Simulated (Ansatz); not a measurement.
`F[SiH]([S])Cl` radical. The species carries charge 0 and has multiplicity 2. The geometry is a stationary point of PBE0-D4/def2-TZVP.

```xyz
5

F     1.395    0.294    0.831
Si    0.001    0.109    0.095
S    -0.881   -1.756    0.496
Cl    0.328    0.106   -1.914
H    -0.843    1.248    0.492
```

Problem. What is the dipole moment at B3LYP/def2-TZVPP? (Best estimate.)

Solution. The calculation gave: 1.01 D, with components (-0.92, 0.38, 0.18) D in this frame, pointing from negative to positive charge.

Problem. And with PBE, r2SCAN, ωB97M-V? (Estimate.)

Solution. Ansatz gave: PBE 0.90 D, r2SCAN 0.95 D, ωB97M-V 1.03 D.

Problem. Give the Mulliken charges with B3LYP, ωB97M-V, PBE in def2-TZVPP. (Best estimate.)

Solution. Ansatz gave: 
```csv
atom,B3LYP,ωB97M-V,PBE
F1,-0.29,-0.28,-0.25
Si2,0.70,0.59,0.60
S3,-0.15,-0.11,-0.14
Cl4,-0.20,-0.17,-0.16
H5,-0.06,-0.02,-0.05
```

B3LYP here is the variant with VWN-RPA as its local correlation; programs differ in this.
